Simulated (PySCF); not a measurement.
C2H3AlF4O, SMILES [O](C)[Al]([C](F)(F)F)[F]. The structure is a stationary point at PBE0-D3(BJ)/def2-SVP. Other conformers were not sampled.

Computed equilibrium geometry at PBE0-D3(BJ)/def2-SVP (PySCF confirms it by a frequency run) as bond lengths and angles (one conformer of several):
Atoms: Al1 C2 F3 F4 F5 F6 O7 C8 H9 H10 H11. Bonded distances (Å): Al1–C2 2.004, Al1–F6 1.656, Al1–O7 1.665, C2–F3 1.342, C2–F4 1.347, C2–F5 1.347, O7–C8 1.389, C8–H9 1.103, C8–H10 1.104, C8–H11 1.103. Angles (°): C2–Al1–F6 119.0, C2–Al1–O7 117.3, F6–Al1–O7 123.7, Al1–C2–F3 113.3, Al1–C2–F4 111.6, Al1–C2–F5 111.5, F3–C2–F4 106.7, F3–C2–F5 106.7, F4–C2–F5 106.6, Al1–O7–C8 148.7, O7–C8–H9 110.3, O7–C8–H10 112.5, O7–C8–H11 110.3, H9–C8–H10 108.0, H9–C8–H11 107.6, H10–C8–H11 108.0.
